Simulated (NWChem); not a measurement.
Species: C2H5FOSi; SMILES [Si@@H](C=C)(F)O

```xyz
10

C     -0.0170    -2.1955     0.3064
C     -0.7268    -1.1792    -0.2000
Si    -0.0112     0.5211    -0.4036
O     -0.8495     1.6662     0.4414
F      1.5157     0.4196     0.1529
H      1.0261    -2.0636     0.6139
H     -0.4408    -3.1981     0.4342
H     -1.7680    -1.3629    -0.4974
H      0.0383     1.0164    -1.7974
H     -1.0803     1.4547     1.3511
```
Atoms are numbered in this order, from 1.

Computed with NWChem. Pople sets run with spherical d functions. Coordinates come from a PBE0/def2-SVP optimisation. Total energies compare along this basis series because the functional is fixed.

```tsv
level	basis functions	energy (Ha)	highest occupied level (eV)	orbital gap (eV)	dipole (D)
TPSS/STO-3G	34	-537.0400	-2.82	4.92	1.03
TPSS/3-21G	59	-540.9735	-6.99	5.78	2.49
TPSS/6-31G*	84	-543.8837	-6.89	5.64	2.28
TPSS/6-31+G*	104	-543.9024	-7.18	5.50	2.39
TPSS/6-311G**	128	-543.9951	-7.15	5.58	2.32
TPSS/6-311++G**	153	-544.0028	-7.26	5.48	2.36
```
